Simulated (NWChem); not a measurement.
Species: CHS$_{2}$ cation; SMILES S=C=[SH+]

```xyz
4

S      0.0156    -1.6026     0.0000
C     -0.0246    -0.0956     0.0000
S      0.0750     1.5415     0.0000
H     -1.2790     1.7232     0.0000
```
Atoms are numbered in this order, from 1.

Computed with NWChem. The geometry was optimised at PBE0/def2-SVP. GIAO values for the isolated, static molecule; σ is the absolute isotropic shielding, δ = σ(reference) − σ with the isolated reference molecule computed at the same levels (13C: tetramethylsilane, 1H: tetramethylsilane).

For level PBE0/pcSseg-1:

```yaml
"σ S1 (ppm)": 191.4
"δ C2 (ppm)": 211.9
"σ S3 (ppm)": 475.0
```

**Question.** How do the values read with level KT2/pcSseg-1 instead?

**Answer.** The σ S1 (ppm) comes out as 251.8 and the δ C2 (ppm) comes out as 191.8. The σ S3 (ppm) is 487.3.
